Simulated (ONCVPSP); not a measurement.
What one change does to a pseudopotential (strontium, ONCV)

- Element: strontium (Sr)
- Generator: ONCVPSP 4.0.1
- Type: optimised norm-conserving Vanderbilt (ONCV)
- Functional: PBE
- Relativity: scalar-relativistic
- Frozen core: [Ar] 3d10
- Valence charge: 10
- Reference configuration: 4s2 4p6 5s2
- Partial waves: 4s+5s: rc 2.25 bohr, ncon 5, nbas 10, qcut 6.8 1/bohr, 2 projectors; 4p: rc 1.85 bohr, ncon 5, nbas 10, qcut 7.1 1/bohr, 2 projectors, debl 2.6 Ha; d scattering state at 0.11 Ha: rc 2.25 bohr, ncon 5, nbas 9, qcut 4.7 1/bohr, 2 projectors, debl 0.4 Ha
- Local potential: polynomial inside 1.80 bohr (lpopt 1, dvloc0 -1 Ha)
- Core correction: Teter function, fcfact 3, rcfact 1.35

In the d channel the program set the typed energies aside and used 0.050, 0.450 Ha.

Change: local potential polynomial inside 1.80 bohr (lpopt 1, dvloc0 7.5 Ha).

Cutoffs: the cutoffs (Ha) at which the residual kinetic energy of the hardest occupied pseudo-wave falls to 1 and 0.1 mHa per electron; they do not see the model core or the augmentation charge, which bear on the density cutoff. Errors are all-electron minus pseudo energies relative to the spin-unpolarised reference configuration.

Predict the effect on cutoff, ghosts and configuration errors.

The potential gets neither clearly harder nor softer (17 Ha and 21 Ha → 17 Ha and 21 Ha); the bound ghosts move from p to s; of the 4 tests that both files solve, the error grows in 0 and shrinks in 1 by more than 15 % and 0.3 meV (median size 1.3 → 0.8 meV); the range in which the d phases agree widens (upper end 2.3 → at the end of the scan). In the separable form a ghost depends on how the local part lies against the semilocal potential of the channel, so the choice of the local part can create or remove one.

| quantity | base | changed |
| --- | --- | --- |
| cutoff, loose | 17 Ha | 17 Ha |
| cutoff, tight | 21 Ha | 21 Ha |
| bound ghosts | p | s |
| GHOST(+) flags under 300 eV | none | none |
| error for 4s2 4p6 5s1, meV [ΔE 5.89 eV] | -0.5 | -0.5 |
| error for 4s2 4p6 5s0, meV [ΔE 16.89 eV] | -2.2 | -2.3 |
| error for 4s2 4p6 5s1.5, meV [ΔE 2.34 eV] | -0.2 | -0.2 |
| error for 4s2 4p6 5s0 5p1, meV [ΔE 8.82 eV] | -5.0 | -1.0 |
| s: phases at 2.29 bohr within 0.05 rad from the reference energy up to (Ha; the scan ends near 5) | to the end of the scan | to the end of the scan |
| p: phases at 1.88 bohr within 0.05 rad from the reference energy up to (Ha; the scan ends near 5) | to the end of the scan | to the end of the scan |
| d: phases at 2.29 bohr within 0.05 rad from the reference energy up to (Ha; the scan ends near 5) | 2.3 | to the end of the scan |
| rms error of d²Exc/dni dnj with the model core, mHa | 0.45 | 0.52 |

 A true bound ghost makes a file unfit for plane-wave use even where its test errors are small: the radial tests pick states by their node count and pass the ghost by.
